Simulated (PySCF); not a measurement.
**Tm: ionisation energy**

Tm [Xe] 4f13 6s2 [4f5/2^6 4f7/2^7, M_J = 7/2] → Tm⁺ [Xe] 4f13 6s1 [4f5/2^6 4f7/2^7 6s1/2^1, M_J = 4], as a difference of total energies. Computed with PySCF 2.14 in x2c-QZVPPall-2c, with the two-component X2C-1e Hamiltonian. Correlated levels: [Ar] 3d10 frozen; the 40 highest virtual spinors dropped. "Screened" scales the spin-orbit matrix elements by Boettger's factors to mimic the two-electron term; Breit and QED terms are absent.

```tsv
method	ionisation energy (eV)
GHF (spin-free)	5.073
GMP2 (spin-free)	6.193
GHF (screened spin-orbit)	5.076
GMP2 (screened spin-orbit)	6.198
```

How much does correlation contribute at GMP2 (screened spin-orbit)?

6.198 − (5.076) = 1.122 eV, measured against GHF (screened spin-orbit).

The spin-free rows relax to the high-spin LS determinant and lack the spin-orbit shift.

The labels give the starting determinants; with spin-orbit coupling the two ends relaxed to ⟨J²⟩ = 15.76, ⟨L²⟩ = 12.11, ⟨S²⟩ = 0.85 and ⟨J²⟩ = 20.01, ⟨L²⟩ = 12.11, ⟨S²⟩ = 2.10.

For comparison: 6.184 eV (measured; NIST Atomic Spectra Database, ionization energies).
